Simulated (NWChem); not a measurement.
Species: C3H4ClFSi; SMILES C1([Si@H](CC=1)Cl)F

```xyz
10

F     -1.5465     1.9748    -0.0742
C     -0.4123     1.2701    -0.0344
C      0.8142     1.6622    -0.4303
C      1.7456     0.4732    -0.1842
Si     0.2186    -0.3638     0.5977
Cl    -0.4788    -2.1231    -0.2687
H      1.1105     2.6324    -0.8286
H      2.1251     0.0105    -1.1012
H      2.5911     0.6906     0.4782
H      0.2081    -0.5966     2.0626
```
Atoms are numbered in this order, from 1.

Program: NWChem. Pople sets run with spherical d functions. Coordinates come from a B3LYP/6-31G* (spherical d) optimisation. Level: B3LYP/6-31G* with SMD (1 M gas to 1 M solution), gas-phase geometry. Reactions with the solvent are ignored.

**Question.** Estimate the computed values for solvent toluene. Quantities: solvation free energy (kcal/mol); cavity-dispersion-structure term (kcal/mol); dipole in solution (D).

**Answer.** 
```json
{
  "solvation free energy (kcal/mol)": "-3.1",
  "cavity-dispersion-structure term (kcal/mol)": "-1.6",
  "dipole in solution (D)": "2.74"
}
```
